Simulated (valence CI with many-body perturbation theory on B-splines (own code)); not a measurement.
Values are calculated unless marked as measured or tabulated.
# Run record, Pt56+

Method: configuration interaction combined with many-body perturbation theory (CI+MBPT): four valence electrons over a frozen Dirac-Fock core [Ar], radial functions for each j: 9 s, 9 p, 10 d, 8 f, 5 g, 3 h, 1 i, with the one-electron correlation potential Σ1 (screened to all orders), the two-electron term Σ2, the three-electron term Σ3, Breit, model QED; selected single and double excitations, second order for the rest (own B-spline code, finite nucleus).

Command, and the settings that its task file holds:

```sh
python run_cv.py task.json out
```

```
atom Pt  Z=78  mass_number=195  rms_radius_fm=5.4270
core [Ar]
valence 3d4
avg = 1
basis = L
breit = 1
cap = 40000
capref = 1200
cscale = 1
de = 0.0
dress = 0
eps = 2e-08
h = 0.27
hh = 1
l2 = 3
lcore = 6
maxit = 60
n2 = 5
natural = 1
nlev = 60
nno = [6, 6, 7, 6, 4, 3, 1]
nroot = 26
nsp = [3, 3, 3, 2, 1, 0, 0]
pt2 = 1
qed = 1
rpa = 1
s1 = 1
s2 = 1
s3 = 1
screen = 1
tol = 2e-05
```

It took 73 s on 1 thread of Intel(R) Xeon(R) 6975P-C (Granite Rapids), with other jobs on the host.

Log. The first blocks belong to the next ion, which gives the ionisation energy. Fields: 2J, parity (1 odd), roots, reference size, generating configurations, candidates as configurations/state functions, variational space P, stored matrix elements, Davidson steps; e2 is the range of second-order energies in hartree. The first line gives the box (bohr), its intervals, the orbitals and the steps of their self-consistent field. Window is the range of levels sought, series limit the energy at which the first omitted orbital would enter, core excitation an estimate of the first excitation out of the core, left out the lowest levels not solved, and shifts from estimates the range by which levels moved from their first estimate, all in cm⁻¹.

```
rmax 2.0 intervals 55 orbitals 81 references ['3d4', '3d3 4s', '3d3 4p'] scf 3 t 0.7
2J=3 par=0 roots 2 ref 41 generators 3 cand 3047/7521 P 1477/3733 nnz 3.9e+06 it 4
2J=3 par=0 roots 2 ref 41 generators 4 cand 1592/3829 P 1930/4979 nnz 6.6e+06 it 4
   second order: generators 6 cand 2563/5848 e2 -0.00001 -0.00001
reference levels 704, estimated 31, window 2085589 1/cm; series limit 35107870, core excitation 2606987
2J=0 par=0 roots 4 ref 19 generators 4 cand 3174/5612 P 3150/5947 nnz 6.9e+06 it 4
2J=0 par=0 roots 4 ref 19 generators 4 cand 1237/2183 P 3714/7005 nnz 9.6e+06 it 4
   second order: generators 6 cand 5177/13322 e2 -0.00001 -0.00000
2J=2 par=0 roots 3 ref 43 generators 3 cand 4274/19660 P 1496/7999 nnz 1.6e+07 it 4
2J=2 par=0 roots 3 ref 43 generators 3 cand 3224/14204 P 3265/16498 nnz 5.9e+07 it 4
   second order: generators 3 cand 1455/5705 e2 -0.00002 -0.00001
2J=8 par=0 roots 5 ref 48 generators 4 cand 4552/35071 P 941/7998 nnz 1.6e+07 it 5
2J=8 par=0 roots 5 ref 48 generators 4 cand 3910/29621 P 2947/23658 nnz 1.2e+08 it 5
   second order: generators 4 cand 1904/13961 e2 -0.00013 -0.00007
2J=4 par=0 roots 6 ref 61 generators 4 cand 4584/30380 P 1045/7989 nnz 1.6e+07 it 4
2J=4 par=0 roots 6 ref 61 generators 4 cand 3854/24940 P 3496/24437 nnz 1.2e+08 it 5
   second order: generators 4 cand 1403/8492 e2 -0.00005 -0.00002
2J=6 par=0 roots 4 ref 57 generators 3 cand 4611/35099 P 909/7997 nnz 1.7e+07 it 5
2J=6 par=0 roots 4 ref 57 generators 3 cand 3994/29658 P 2870/23567 nnz 1.2e+08 it 5
   second order: generators 3 cand 2033/14088 e2 -0.00010 -0.00006
2J=10 par=0 roots 2 ref 29 generators 2 cand 4310/30428 P 938/7979 nnz 1.7e+07 it 4
2J=10 par=0 roots 2 ref 29 generators 2 cand 3687/24976 P 2802/22487 nnz 1.2e+08 it 5
   second order: generators 2 cand 1823/10468 e2 -0.00004 -0.00003
2J=12 par=0 roots 2 ref 15 generators 2 cand 3814/23882 P 1194/7999 nnz 1.7e+07 it 4
2J=12 par=0 roots 2 ref 15 generators 2 cand 3039/18393 P 2952/18984 nnz 8.5e+07 it 4
   second order: generators 2 cand 1281/7408 e2 -0.00003 -0.00002
left out: unestimated 3037523, estimated 2364078, shifts from estimates -304 to 50
operators 1.2
```

The Davidson iterations converged.

The last digits are not significant, and no measured levels were compared; by estimate large intervals hold to a few tenths of a per cent, small ones and those within an open d or f shell to about a per cent. The list stops below the first excitations out of the core. Only levels of the ground parity were solved; by the run's estimate the other parity begins above the list, which can be wrong where configurations are misplaced.

```yaml
Valence_energy: -864.4463 hartree
Ionisation_energy: "5655.3 eV (NIST: 5654 ± 5 eV (theoretical))"
Reference_configurations_for_the_orbitals: 3d4, 3d3 4s, 3d3 4p
Radial_orbitals: 81
Box_radius: 2.011 bohr
Largest_variational_space: 24437
Lowest_levels: (3d3/2^4) J=0 0, (3d3/2^3 3d5/2) J=1 679060, (3d3/2^3 3d5/2) J=4 779590, (3d3/2^3 3d5/2) J=2 812080, (3d3/2^3 3d5/2) J=3 839980, (3d3/2^2 3d5/2^2) J=0 [a] 1432500, (3d3/2^2 3d5/2^2) J=2 [a] 1433500, (3d3/2^2 3d5/2^2) J=4 [a] 1455700, (3d3/2^2 3d5/2^2) J=3 [a] 1474200, (3d3/2^2 3d5/2^2) J=5 1502500, (3d3/2^2 3d5/2^2) J=6 1525700, (3d3/2^2 3d5/2^2) J=1 1552600, (3d3/2^2 3d5/2^2) J=3 [b] 1574600, (3d3/2^2 3d5/2^2) J=4 [b] 1579200 cm⁻¹
```

Levels are named by their leading jj configuration (3d3/2^4 stands for four electrons in 3d with j = 3/2), which in mixed levels can hold well under half, so a name can repeat and another be missing. Letters in brackets count levels of one name in rising energy.
